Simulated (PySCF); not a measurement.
CH10OSi4, SMILES [SiH3][Si@@H]1[SiH2]CO[SiH2]1.

The structure is a stationary point at PBE0-D3(BJ)/def2-SVP. The structure was generated by enumeration; whether it is a known compound was not checked. The values are those of a single conformer.

All values below come from CAM-B3LYP/def2-TZVP in PySCF.

The molecule is in vacuum.

Task: Estimate the frontier levels, gap, dipole moment. (An estimate is asked for; the answer gives what the named calculation found.)

Result: 
- highest occupied level = -8.47 eV
- lowest empty level = 0.35 eV
- orbital gap = 8.82 eV
- dipole moment = 1.04 D
- quadrupole, principal values (traceless, Buckingham form, about the centre of nuclear charge) = -5.07, 0.20, 4.87 D·Å
